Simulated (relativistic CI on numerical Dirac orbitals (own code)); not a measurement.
## Hyperfine structure of Rh4+, mass number 103

Method of calculation: Dirac-Coulomb-Breit CI, orbitals from a KLI potential per configuration, model QED (radiative potential, 1s self-energy scaled to tabulated hydrogen-like ionisation energies), valence Slater integrals scaled by 0.85, P86 correlation energy added to each configuration (own radial code, finite nucleus).

Configuration list (outside the closed core [Ar] 3d10): 4s²4p⁶4d⁵, 4s²4p⁶4d⁴5s, 4s²4p⁶4d⁴4f, 4s²4p⁶4d⁴5p, 4s²4p⁵4d⁶, 4s²4p⁶4d³5s², 4s²4p⁶4d⁴5d, 4s²4p⁶4d⁴6s, 4s²4p⁶4d⁴6p, 4s²4p⁶4d³5s5p, 4s²4p⁶4d⁴6d, 4s²4p⁶4d⁴5f, 4s²4p⁴4d⁷, 4s²4p⁶4d⁴5g, 4s4p⁶4d⁶. Levels of other configurations are missing.

Nuclear spin I = 1/2, μ = -0.08829 μN (tables of Stone and Pyykkö). The electronic factors are computed for point nuclear moments, without core polarisation; leaving it out makes A of s and p electrons in near-neutral atoms 20 to 40 % too small, and it can dominate for d and f shells.

```tsv
Level	E (cm⁻¹)	A (MHz)
4s²4p⁶4d⁵ ⁴G5/2	25148.3	-128
4s²4p⁶4d⁵ ⁴G7/2	25808.4	-119.1
4s²4p⁶4d⁵ ⁴G11/2	25998.1	-118.2
4s²4p⁶4d⁵ ⁴P5/2	26004.9	-76.86
4s²4p⁶4d⁵ ⁴G9/2	26101.3	-112.1
4s²4p⁶4d⁵ ⁴P3/2	26430.7	-92.91
4s²4p⁶4d⁵ ⁴P1/2	27109.4	89.93
4s²4p⁶4d⁵ ⁴D7/2	30124.7	-74.09
```

Levels with J = 0, under 50 % of one LS term, or S terms without an open s electron are left out. Small factors come from cancelling terms and can be off by tens of per cent or more.

At this charge configurations can still be misplaced by up to about 7 % of their energy.

Q: Give the hyperfine levels of 4s²4p⁶4d⁵ ⁴G5/2 relative to its centre of gravity.

A: With K = F(F + 1) − I(I + 1) − J(J + 1), E = AK/2: F = 2: 224, F = 3: -160 MHz.

LS names give the leading component of a level, which can be under half, so a name can repeat, a term be missing and a line seem to break the LS rules.
